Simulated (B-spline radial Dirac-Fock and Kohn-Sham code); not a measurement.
**How the binding energies of Cr⁺ add up**

System: chromium as Cr⁺, configuration 1s2 2s2 2p6 3s2 3p6 3d4 4p1 (not the ground configuration); nuclear rms radius 3.6452 fm (A = 52).

The run's input, task.json:

```json
{"items": [{
  "Z": 24,
  "q": 1,
  "cfg": [[1, 0, 2], [2, 0, 2], [2, 1, 6], [3, 0, 2], [3, 1, 6], [3, 2, 4], [4, 1, 1]],
  "A": 52,
  "rrms": 3.6452,
  "do": ["binding"]
}]}
```

Run with: `python xray_run.py task.json out`

Model: multi-electron Dirac-Fock with separately optimised hole states, Breit and Lamb-shift corrections added in first order. Program: a radial finite-basis atomic code. Correlation and solid-state effects are left out. Energies are counted from the vacuum level.

All terms are in eV, carry their sign (relaxation lowers the binding energy) and add up to the binding energy; ⟨r⟩ is the mean radius of the orbital in the initial state.

```csv
subshell,−ε (Koopmans),relaxation,Gaunt,retardation,self-energy,vacuum polarisation,binding energy,⟨r⟩ (bohr)
K,6059.9,-39.37,-6.37,0.37,-2.98,0.24,6011.8,0.064
L1,739.0,-16.93,-0.37,0.00,-0.29,0.02,721.4,0.291
L2,626.0,-18.40,-0.71,0.07,0.04,0.00,607.0,0.257
L3,617.2,-18.23,-0.48,0.08,0.02,0.00,598.6,0.260
M1,106.3,-4.38,-0.04,0.00,-0.04,0.00,101.9,0.898
M2,71.97,-4.05,-0.07,0.01,0.00,0.00,67.87,0.954
M3,70.87,-3.97,-0.04,0.01,0.00,0.00,66.87,0.962
"M4,5",22.97,-2.81,0.01,0.00,0.00,0.00,20.17,1.222
"N2,3",9.85,-0.03,0.00,0.00,0.00,0.00,9.82,3.825
```

For the deepest level, K (1s), the Breit terms make up -0.100 % of the binding energy, QED -0.045 % and orbital relaxation -0.655 %.

Spin-orbit splittings: 2p 8.42 eV, 3p 1.01 eV.

Values without a named source are computed, but for edge energies of neutral atoms, which are taken from tables.
